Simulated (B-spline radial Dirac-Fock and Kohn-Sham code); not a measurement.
## 4s photoionisation of Te²⁺ near threshold

System: Te²⁺, configuration [Kr] 4d10 5s2 5p2. The computed 4s threshold is 208.1 eV; without correlation, outer thresholds are uncertain by 1 to 2 eV. With an open shell the threshold is an average over the terms of the final ion.

The run's input, task.json:

```json
{"items": [{
  "Z": 52,
  "q": 2,
  "cfg": [[1, 0, 2], [2, 0, 2], [2, 1, 6], [3, 0, 2], [3, 1, 6], [3, 2, 10], [4, 0, 2], [4, 1, 6], [4, 2, 10], [5, 0, 2], [5, 1, 2]],
  "A": 130,
  "rrms": 4.7423,
  "do": ["binding", "quiet", "photo", "scan"],
  "hv": [60, 175.0, 194.0, 200, 400, 497.0, 600, 652.0, 1080.0, 1700.0, 2000, 2210.0, 4000, 4080.0, 15000, 150000]
}]}
```

Run with: `python xray_run.py task.json out`

The computed values come from a radial finite-basis atomic code: a relativistic central-field model (Hartree-Slater potential of the initial state, Latter tail, multipole expansion of the photon field, Dirac-Fock thresholds). Interchannel coupling and autoionising resonances are not included, so magnitudes near threshold are approximate.

```csv
kinetic energy (eV),σ (Mb),β
1.5,0.157,1.94
1.9,0.158,1.94
2.3,0.158,1.94
2.9,0.158,1.94
3.7,0.159,1.94
4.6,0.159,1.94
5.7,0.160,1.94
7.2,0.160,1.94
9.0,0.161,1.94
11.2,0.161,1.94
14.0,0.161,1.94
17.5,0.163,1.94
21.9,0.163,1.95
27.4,0.161,1.95
34.2,0.158,1.95
42.8,0.155,1.95
53.5,0.151,1.96
66.9,0.143,1.96
83.7,0.135,1.96
104.7,0.126,1.97
130.9,0.116,1.97
163.6,0.104,1.97
204.6,0.0918,1.97
255.8,0.0789,1.98
319.9,0.0662,1.98
400.0,0.0540,1.98
```

The cross section shows no minimum in this range. Its largest value, 0.163 Mb, lies 22 eV above threshold. β ranges from 1.94 (at 1.5 eV) to 1.98.
